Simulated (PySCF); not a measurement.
## Energy of Xe²⁺ (xenon, charge +2) between two integer charges

The 5p beta orbital of [Kr] 4d10 5s2 5p4 is emptied in steps (occupation f), with all orbitals relaxed, ending at [Kr] 4d10 5s2 5p3. All numbers are calculated (PySCF 2.14, a scalar-relativistic core potential, in def2-TZVPPD with the def2 core potential (28 electrons)). The exact energy is a straight line in f; departures are measured from the line between the end points of the same method.

```
  f  UHF (eV)  LDA (eV)  PBE (eV)  PBE0 (eV)  r2SCAN (eV)  LC-wPBE (eV)  BHandHLYP (eV)  wB97X (eV)  r2SCAN0 (eV)  CAM-B3LYP (eV)
  1     0.000     0.000     0.000      0.000        0.000         0.000           0.000       0.000         0.000           0.000
0.9     0.060    -0.445    -0.429     -0.309       -0.400        -0.055          -0.202      -0.111        -0.290          -0.197
0.7     0.137    -1.038    -1.000     -0.719       -0.923        -0.126          -0.474      -0.267        -0.668          -0.461
0.5     0.161    -1.235    -1.187     -0.852       -1.082        -0.146          -0.568      -0.332        -0.782          -0.551
0.3     0.133    -1.036    -0.995     -0.713       -0.888        -0.118          -0.481      -0.293        -0.640          -0.465
0.1     0.056    -0.443    -0.425     -0.304       -0.366        -0.048          -0.209      -0.133        -0.263          -0.201
  0     0.000     0.000     0.000      0.000        0.000         0.000           0.000       0.000         0.000           0.000
```

| method | E(f=0) − E(f=1) (eV) | −ε at f=1 (eV) | −ε at f=0.5 (eV) |
| --- | --- | --- | --- |
| UHF | 29.382 | 30.048 | 29.371 |
| LDA | 30.826 | 25.889 | 30.830 |
| PBE | 30.489 | 25.719 | 30.504 |
| PBE0 | 30.513 | 27.076 | 30.531 |
| r2SCAN | 30.530 | 26.066 | 30.630 |
| LC-wPBE | 30.640 | 30.023 | 30.661 |
| BHandHLYP | 30.525 | 28.281 | 30.505 |
| wB97X | 30.717 | 29.506 | 30.640 |
| r2SCAN0 | 30.544 | 27.308 | 30.624 |
| CAM-B3LYP | 30.713 | 28.527 | 30.700 |

Orbital energy along the path (eV):

```csv
f,UHF,LDA,PBE,PBE0,r2SCAN,LC-wPBE,BHandHLYP,wB97X,r2SCAN0,CAM-B3LYP
1,-30.048,-25.889,-25.719,-27.076,-26.066,-30.023,-28.281,-29.506,-27.308,-28.527
0.9,-29.907,-26.873,-26.677,-27.771,-26.992,-30.156,-28.722,-29.716,-27.983,-28.959
0.7,-29.633,-28.849,-28.594,-29.157,-28.830,-30.415,-29.609,-30.157,-29.319,-29.827
0.5,-29.371,-30.830,-30.504,-30.531,-30.630,-30.661,-30.505,-30.640,-30.624,-30.700
0.3,-29.119,-32.808,-32.398,-31.888,-32.351,-30.889,-31.418,-31.196,-31.866,-31.583
0.1,-28.878,-34.773,-34.272,-33.223,-33.882,-31.079,-32.365,-31.865,-32.958,-32.490
0,-28.761,-35.747,-35.204,-33.883,-34.472,-31.150,-32.860,-32.218,-33.357,-32.960
```

Reference removal energy between the ground levels: 31.05 ± 0.04 eV (semi-empirical (NIST evaluation); NIST Atomic Spectra Database, ionization energies). The calculation has no spin-orbit coupling. UHF lacks correlation.
